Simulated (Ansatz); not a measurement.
GeH$_{7}$NSn (`[NH2][GeH2][SnH3]`), 10 atoms. Total charge 0; spin multiplicity 1. Correlated methods include outer-core shells of Ge, Sn, which these sets cover unevenly. Scalar relativity is left out up to krypton. Sn takes the def2 core potential. All runs use 4 threads of an Arm Neoverse V2 on a shared host. Correlated methods freeze the cores.

Question: Give the basis size and wall time and peak host memory of each of these runs in Ansatz. RHF-CCSD(T)/def2-SVP energy; RKS B3LYP-D4/def2-TZVPP energy and forces; direct RPA on PBE orbitals/def2-TZVPP energy; RKS PBE0-D4/def2-SVP energy; RKS PBE0-D4/def2-TZVP relaxation (15 steps); RKS ωB97M-V/def2-SVP energy; RHF-CCSD(T)/def2-TZVPP energy; RKS ωB97M-V/def2-QZVPP energy; RKS PBE0-D4/def2-TZVP frequencies; RKS LC-ωPBE/def2-TZVPP energy; RKS PBE0-D4/def2-QZVPP energy; RKS B97M-V/def2-TZVPP energy. (Estimate.)

Answer: Ansatz gave: Other jobs shared the machine, so times are rough.

```tsv
level	job	functions	wall time	peak host memory (GiB)
RKS PBE0-D4/def2-SVP	energy	107	1.2 s	0.24
RKS LC-ωPBE/def2-TZVPP	energy	227	2.2 s	0.4
RKS B3LYP-D4/def2-TZVPP	energy and forces	227	3.8 s	0.63
direct RPA on PBE orbitals/def2-TZVPP	energy	227	4.8 s	0.56
RKS ωB97M-V/def2-SVP	energy	107	5 s	0.36
RHF-CCSD(T)/def2-SVP	energy	107	6 s	0.54
RKS B97M-V/def2-TZVPP	energy	227	7 s	0.38
RKS PBE0-D4/def2-QZVPP	energy	438	7.5 s	1.6
RKS ωB97M-V/def2-QZVPP	energy	438	18 s	1.9
RKS PBE0-D4/def2-TZVP	relaxation (15 steps)	171	35 s	0.47
RKS PBE0-D4/def2-TZVP	frequencies	171	110 s	0.46
RHF-CCSD(T)/def2-TZVPP	energy	227	2.4 min	4.1
```

B3LYP here is the variant with VWN-RPA as its local correlation; programs differ in this. LC-ωPBE has ω = 0.4 bohr⁻¹.
